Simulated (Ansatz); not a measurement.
`C[Si](F)(Cl)[O][AlH2]` + `N=C[SiH3]` → `[AlH2]/[N]=C\[SiH3]` + `C[Si](O)(F)Cl`  (ligand exchange at the Al–O bond)

Computed with Ansatz on PBE0-D4/def2-TZVP structures; ΔE is electronic, products minus reactants. CCSD(T)/CBS adds triple-zeta CCSD(T) − MP2 to the extrapolated MP2 energy (def2 sets, frozen cores). DFT in def2-TZVPP. Each species was taken in one conformer, which may not be the lowest.

CCSD(T)/CBS gives +85.0 kJ/mol.

Q: Another level gave +73.6 kJ/mol. Which?
A. r2SCAN/def2-TZVPP
B. CCSD/def2-TZVPP
C. PBE-D4/def2-TZVPP
D. ωB97X-V/def2-TZVPP

A: A. r2SCAN 73.6, ωB97X-V 82.9, PBE-D4 65.4, CCSD/def2-TZVPP 87.9 kJ/mol.

Largest T1 diagnostic among the species: 0.015.

In def2-TZVPP, CCSD(T) changes the Hartree–Fock value by −10.8 kJ/mol (the triples alone add −2.8 kJ/mol) and MP2 by −12.2 kJ/mol. From PBE to PBE0 (25 % exact exchange), in def2-TZVPP and without D4, ΔE moves by +8.2 kJ/mol.
